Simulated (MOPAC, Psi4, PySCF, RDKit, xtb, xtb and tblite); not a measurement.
Two geometries of SMILES c1c(occ1)[SiH2]N, relaxed at GFN2-xTB with one dihedral held; other torsions can differ between them too.

Structure A

```
14

N     -2.6388    -0.1451     0.2878
Si    -1.5415     0.4598    -0.8896
C     -2.6229     0.9622    -2.3317
C     -3.9074     0.6666    -2.7005
C     -4.1471     1.3303    -3.9243
C     -2.9897     1.9830    -4.2198
O     -2.0690     1.7668    -3.2704
H     -3.5777     0.2116     0.3424
H     -2.3066    -0.4205     1.1956
H     -0.6412    -0.6463    -1.2288
H     -0.7540     1.6369    -0.4879
H     -4.5935     0.0458    -2.1608
H     -5.0490     1.3239    -4.5022
H     -2.7112     2.6104    -5.0439
```

Structure B

```
14

N     -2.6040    -0.0640     0.3579
Si    -1.5293     0.5262    -0.8366
C     -2.5010     1.8258    -1.7699
C     -3.8244     2.1675    -1.8391
C     -3.9264     3.2379    -2.7555
C     -2.6568     3.4746    -3.1846
O     -1.7954     2.6314    -2.5990
H     -3.5444     0.2617     0.4781
H     -2.3797    -0.8285     0.9666
H     -1.1092    -0.5443    -1.7542
H     -0.3418     1.1429    -0.2300
H     -4.6301     1.7086    -1.3022
H     -4.8151     3.7570    -3.0528
H     -2.2557     4.1885    -3.8773
```

Problem. Which is lower in energy at the level PBE0-D3(BJ)/def2-SVP // GFN2-xTB run with Psi4, and by how much?

Solution. A is lower, by 1.13 kcal/mol (dihedral H8–N1–Si2–C3: -30° in A, 0° in B).

E(B) − E(A) in kcal/mol at the other levels, on the same two geometries: GFN2-xTB (xtb and tblite) 0.58; MMFF94 // GFN2-xTB (RDKit) 2.03; PBE0/def2-SVP // GFN2-xTB (Psi4) 1.13; PBE/def2-SVP // GFN2-xTB (Psi4) 1.30; PBE-D3(BJ)/def2-SVP // GFN2-xTB (Psi4) 1.30; UFF // GFN2-xTB (RDKit) 3.71; AM1, restricted, heats of formation // GFN2-xTB (MOPAC) -1.63; PM7, restricted, heats of formation // GFN2-xTB (MOPAC) 0.91; GFN1-xTB // GFN2-xTB (xtb) -0.81; restricted B3LYP/6-31G*, spherical d, density fitting // GFN2-xTB (PySCF) 1.16; restricted M06-2X/6-31G*, spherical d, density fitting // GFN2-xTB (PySCF) 1.11; restricted LDA (SVWN5)/6-31G*, spherical d, density fitting // GFN2-xTB (PySCF) 1.22; restricted Hartree-Fock/6-31G*, spherical d, density fitting // GFN2-xTB (PySCF) 0.90.
